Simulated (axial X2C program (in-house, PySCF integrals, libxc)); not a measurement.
What spin–orbit coupling does to ZrN⁻

Computed with an in-house all-electron X2C program for linear molecules (integrals from PySCF). Spin-free means the one-electron spin-free X2C Hamiltonian; two-component (2c) means X2C with spin–orbit coupling and atomic mean-field two-electron Coulomb and Gaunt terms, so the difference of the two also holds small scalar two-electron terms. Basis: Zr dyall-acv3z [12s13p10d6f3g], N dyall-av3z [7s7p3d2f] (cores contracted in-house); Gaussian nuclei, density fitting, unrestricted open shells. Masses: Zr 89.905 u, N 14.003 u.

Spin-free state: M_S = 0, Λ = 0 (closed shell); fragments Zr- + N.

| level | Re (Å) | ωe (cm⁻¹) | De (eV) | μ (D) |
| --- | --- | --- | --- | --- |
| PBE0 | 1.701 | 1033.5 | 6.954 | -0.77 |
| HF | 1.673 | 1085.9 | 2.285 | -0.09 |
| MP2 | 1.769 | 917.3 | 8.430 | n/a |
| CCSD | 1.724 | 1004.3 | 6.686 | n/a |
| CCSD(T) | 1.747 | 946.3 | 7.159 | n/a |
| BP86 | 1.731 | 976.0 | 7.731 | -1.10 |

Correlated methods: 10 electrons correlated (number of frozen shells: Zr 4 s, 3 p, 1 d; N 1 s), 326 virtual spin orbitals or spinors in MP2, 88 natural virtuals in coupled cluster.

Dipoles are positive if N is the positive end and refer to the centre of mass.

Two-component determinant lowest at the distance of the search:

Ω = 0 (closed shell); fragments Zr- + N.

```csv
level,Re (Å),ωe (cm⁻¹),De (eV),μ (D)
PBE0,1.701,1033.8,6.918,-0.76
HF,1.672,1086.4,2.255,-0.08
MP2,1.769,917.1,8.445,n/a
CCSD,1.724,1004.5,6.651,n/a
CCSD(T),1.747,946.2,7.125,n/a
BP86,1.731,976.1,7.713,-1.08
```

**Question.** From the two tables, how do the constants change at the CCSD(T) level (2c against spin-free)?

**Answer.** At the CCSD(T) level Re is unchanged within 0.001 Å and ωe is unchanged to within 0.2 cm⁻¹; De changes by -0.034 eV.

The state is a single determinant with fixed occupations, the lowest that a limited PBE0 search found. Closed shells are restricted here (equal orbitals for both partners); the stretched side of such a curve lies too high. De is counted from the lowest determinant-based energies of the atoms at the same level, without counterpoise correction. CCSD and (T) use frozen natural virtuals with an MP2 correction for the truncation; (T) itself is uncorrected, so its De runs slightly low. Without a current term, density functionals place determinants with orbital angular momentum somewhat too high. The outer-core s and p shells of the metal are frozen in the correlated rows, which leaves out core–valence correlation; for alkali and alkaline-earth bonds that tends to lengthen them. The highest occupied level of some functionals is positive through self-interaction error; at Hartree–Fock it is bound. The T1 diagnostic is large, a sign of multireference character. With the outer-core shells frozen, correlated bond lengths of heavy atoms tend to come out a few hundredths of an ångström too long. Hartree–Fock gets electron affinities wrong, so its lowest charge split need not be the true one.
